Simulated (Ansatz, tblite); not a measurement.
Removing and adding an electron: `C[Si](C)(C)C#Cc1sc(-c2sc(-c3sc(-c4sc(C#C[Si](C)(C)C)c5c4OCCO5)c4c3OCCO4)c3c2OCCO3)c2c1OCCO2`. Charge 0, multiplicity 1. Geometry: PBE-D4/def2-SVP. Ansatz, gas phase; energy differences of separate SCF runs; the oxidised species was run as a doublet alone; the reduced species was run as a doublet alone.

Cartesian coordinates in Å:
```
C -7.974 -8.957 2.386
Si -6.205 -8.533 2.905
C -6.158 -8.027 4.728
C -5.063 -10.014 2.618
C -5.628 -7.118 1.876
C -5.254 -6.164 1.178
C -4.826 -5.085 0.394
S -3.235 -4.355 0.599
C -3.521 -3.165 -0.660
C -2.537 -2.162 -0.957
S -1.512 -1.515 0.320
C -0.671 -0.434 -0.786
C 0.376 0.442 -0.359
S 1.180 1.567 -1.453
C 2.211 2.198 -0.169
C 3.177 3.229 -0.391
S 4.183 3.878 0.896
C 4.979 5.020 -0.190
C 5.968 5.897 0.272
C 6.840 6.668 0.698
Si 8.129 7.819 1.336
C 9.356 6.836 2.390
C 7.301 9.155 2.390
C 9.012 8.607 -0.140
C 4.473 4.881 -1.487
C 3.467 3.882 -1.594
O 2.832 3.592 -2.769
C 3.009 4.627 -3.739
C 4.466 5.069 -3.797
O 4.889 5.623 -2.548
C 1.928 1.544 1.034
C 0.906 0.567 0.928
O 0.480 -0.177 1.991
C 0.904 0.376 3.241
C 2.369 0.791 3.184
O 2.571 1.818 2.207
C -1.199 -0.577 -2.072
C -2.233 -1.551 -2.175
O -2.811 -1.875 -3.366
C -2.592 -0.874 -4.359
C -1.130 -0.444 -4.390
O -0.745 0.139 -3.143
C -4.790 -3.348 -1.216
C -5.514 -4.433 -0.636
O -6.771 -4.775 -1.026
C -7.144 -4.156 -2.261
C -6.745 -2.686 -2.272
O -5.328 -2.539 -2.175
H -8.016 -9.240 1.315
H -8.363 -9.808 2.984
H -8.649 -8.091 2.538
H -6.816 -7.153 4.914
H -6.499 -8.861 5.376
H -5.130 -7.750 5.036
H -4.018 -9.768 2.895
H -5.386 -10.883 3.229
H -5.070 -10.319 1.552
H 10.144 7.503 2.799
H 8.842 6.348 3.243
H 9.849 6.044 1.790
H 8.055 9.864 2.793
H 6.567 9.733 1.792
H 6.760 8.704 3.247
H 9.796 9.313 0.206
H 8.297 9.169 -0.775
H 9.497 7.835 -0.771
H 2.359 5.496 -3.488
H 2.685 4.209 -4.712
H 5.111 4.200 -4.062
H 4.607 5.861 -4.558
H 0.747 -0.411 4.005
H 0.271 1.257 3.498
H 2.699 1.208 4.155
H 3.003 -0.092 2.938
H -3.241 0.009 -4.158
H -2.889 -1.319 -5.329
H -0.482 -1.324 -4.611
H -0.960 0.327 -5.167
H -8.241 -4.271 -2.354
H -6.655 -4.686 -3.111
H -7.242 -2.156 -1.427
H -7.049 -2.203 -3.222
```

The xTB rows come from tblite. Single mean-field runs in def2-SVP are fitted with def2-universal-jkfit.

```csv
level,−HOMO (eV),vertical IE (eV),−LUMO (eV),vertical EA (eV),HOMO–LUMO gap (eV),IE − EA (eV)
GFN1-xTB,9.84,11.22,8.33,6.96,1.51,4.26
PBE0-D4/def2-SVP,4.71,5.64,1.88,1.04,2.83,4.60
```

(1) Estimate the rows for GFN2-xTB, PBE-D4/def2-SVP.

Results:

(1) 
```
          level  −HOMO (eV)  vertical IE (eV)  −LUMO (eV)  vertical EA (eV)  HOMO–LUMO gap (eV)  IE − EA (eV)                       remarks
       GFN2-xTB        9.16             10.53        7.71              6.33                1.46          4.20                             –
PBE-D4/def2-SVP        3.88              5.28        2.30              1.03                1.58          4.25  HOMO above zero (-1 doublet)
```

   A HOMO above zero means that the electron is unbound at that level or that self-interaction error raises the level; the energy of removing that electron tells which. Raw xTB energy differences between charge states are shifted by several eV; the methods need an empirical correction for them. Sets without diffuse functions give affinities that are too small.
